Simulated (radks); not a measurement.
Species: Lu66+. Configuration: [He] 2s2 2p1. Calculated with a radial shooting solver on a logarithmic mesh with Libxc functionals: scalar-relativistic Kohn-Sham, PBE, spin-polarised, spherical densities, point nucleus; open shells are filled with parallel spins first (spin-orbit coupling, left out, can overturn this in heavy ions).

Local quantities along the radius. ELF = 1/(1 + alpha^2) is the electron localisation function; alpha = (tau - tau_W)/tau_unif compares the Pauli kinetic energy density with that of the uniform gas (summed over spins); 4 pi r^2 rho is in e/bohr; -r V(r) is the screened charge that the Kohn-Sham potential of spin up presents (atomic units). tau is taken from the large components.

r (bohr)     ELF     alpha  4 pi r^2 rho  -r V(r)
0.0007065  1.000  0.003508         3.638    70.96
0.0008561  1.000  0.003571         4.945    70.93
0.001029   1.000  0.003669         6.607    70.90
0.001247   1.000  0.003821         8.892    70.86
0.001499   1.000  0.004026         11.75    70.82
0.001816   1.000  0.004324         15.58    70.77
0.002183   1.000  0.004716         20.24    70.71
0.002645   1.000  0.005281         26.30    70.64
0.003179   1.000  0.006038         33.35    70.56
0.003852   1.000  0.007165         42.02    70.45
0.004668   1.000  0.008828         51.85    70.33
0.00561    1.000   0.01124         61.95    70.20
0.006798   1.000   0.01525         72.40    70.04
0.008171   1.000   0.02165         81.20    69.86
0.009901   0.999   0.03357         87.63    69.66
0.0119     0.997   0.05544         89.65    69.44
0.01442    0.989    0.1031         86.28    69.20
0.01733    0.959    0.2067         77.66    68.95
0.021      0.820    0.4684         64.52    68.68
0.02545    0.457     1.091         50.40    68.40
0.03059    0.185     2.102         39.84    68.12
0.03706    0.130     2.592         35.00    67.83
0.04455    0.248     1.741         36.41    67.61
0.05398    0.598    0.8198         40.58    67.41
0.06489    0.844    0.4294         41.91    67.20
0.07862    0.920    0.2941         36.71    66.97
0.0945     0.929    0.2764         26.23    66.76
0.1145     0.896    0.3402         14.22    66.58
0.1387     0.772    0.5441         5.633    66.49
0.1668     0.448     1.110         1.635    66.43
0.2021     0.089     3.195        0.2912    66.30
0.2429     0.006     12.52       0.03389    66.17

On this mesh the ELF has minima near r = 0.037 bohr, which separate the shells, and maxima near 0.087 (0.93).
